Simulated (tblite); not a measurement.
C4H9NSi2.
Atom-mapped SMILES: `[N:1]#[C:2][C@@H:3]1[CH2:4][CH2:5][SiH2:6][SiH2:7]1` (hydrogens: H8 on C3; H9, H10 on C4; H11, H12 on C5; H13, H14 on Si6; H15, H16 on Si7)

Cartesian coordinates in Å at the GFN2-xTB level; atoms count from 1:
```
atom  x, y, z in Å
N1    -1.9114   -0.8361    2.2310
C2    -1.6381   -0.5697    1.1505
C3    -1.2618   -0.2123   -0.1793
C4    -0.1278   -1.1239   -0.6763
C5     1.1615   -0.8921    0.1126
Si6    1.5812    0.9778    0.1142
Si7   -0.6236    1.6233   -0.1776
H8    -2.1429   -0.3314   -0.8163
H9     0.0455   -0.9152   -1.7363
H10   -0.4332   -2.1721   -0.5940
H11    1.9598   -1.5045   -0.3070
H12    1.0098   -1.2341    1.1387
H13    2.2651    1.3554    1.3531
H14    2.4818    1.2906   -1.0042
H15   -1.0241    2.1877   -1.4746
H16   -1.3493    2.3655    0.8539
```

All values are computed: GFN2-xTB (tblite) harmonic vibrations without scaling, gas phase. The method is semi-empirical: single wavenumbers can be off by several per cent or more. Modes of hydrogen on silicon can be 10 to 20 % off. One conformer, not necessarily the lowest.

Harmonic wavenumbers (cm⁻¹): 58.7, 132.1, 153.8, 250.3, 288.7, 334.3, 399.8, 432.2, 458.9, 468.6, 519.5, 545.8, 586.1, 596.5, 643.3, 685.2, 694.7, 785.3, 797.0, 808.2, 899.1, 955.6, 1023.9, 1073.6, 1106.9, 1124.1, 1197.1, 1248.1, 1289.5, 1333.2, 1480.3, 1502.1, 2190.7, 2201.0, 2240.5, 2257.9, 2387.0, 2936.0, 2936.1, 2959.0, 2971.6, 2992.5.

A = 2498, B = 1492, C = 1245 MHz; mass 127.027 u (most abundant isotopes); point group C1, symmetry number 1.

Problem. What is the zero-point energy?

Solution. ½Σν̃ = 24972 cm⁻¹ = 298.74 kJ/mol.

Problem. Entropy at 298.15 K, 1 bar (ideal gas, RRHO, classical rotation)?

Solution. Translation 169.27, rotation 119.78, vibration 93.03: S = 382.1 J/(mol K).

Problem. And Cp and H(298.15 K) − H(0)?

Solution. Cp = 152.16 J/(mol K), of which vibrations give 118.90 (their classical limit is 42 R = 349.2); H(298.15 K) − H(0) = 26.02 kJ/mol without the zero-point energy, 16.10 from vibrations.

Problem. How do the functions run with temperature in this model?

Solution. 
| T (K) | S (J/(mol K)) | Cp (J/(mol K)) | H − H(0) (kJ/mol) | G − H(0) (kJ/mol) | ln q(vib) |
| --- | --- | --- | --- | --- | --- |
| 150 | 302.5 | 85.4 | 8.29 | -37.09 | 1.72 |
| 250 | 357.1 | 131.8 | 19.17 | -70.10 | 3.67 |
| 400 | 432.1 | 188.8 | 43.45 | -129.40 | 6.97 |
| 600 | 519.1 | 240.2 | 86.71 | -224.76 | 11.49 |
| 900 | 626.5 | 288.4 | 166.62 | -397.20 | 17.90 |

q(vib) and H(0) count from the zero-point level.

Problem. Which modes carry the vibrational entropy at 298.15 K?

Solution. 58.7 cm⁻¹: 18.83; 132.1 cm⁻¹: 12.20; 153.8 cm⁻¹: 10.98; 250.3 cm⁻¹: 7.23; 288.7 cm⁻¹: 6.20; 334.3 cm⁻¹: 5.18 J/(mol K); the other 36 give 32.41 together.

Hindered rotation and anharmonicity are outside this model. Other conformers, if any are populated, would add a mixing term that is left out. The structure is chiral; the term R ln 2 for an equal mix with its mirror image is left out.

The run took 0.53 s wall on one thread of an Arm Neoverse V2, no GPU, on a shared host. The figure is for the frequency step alone.
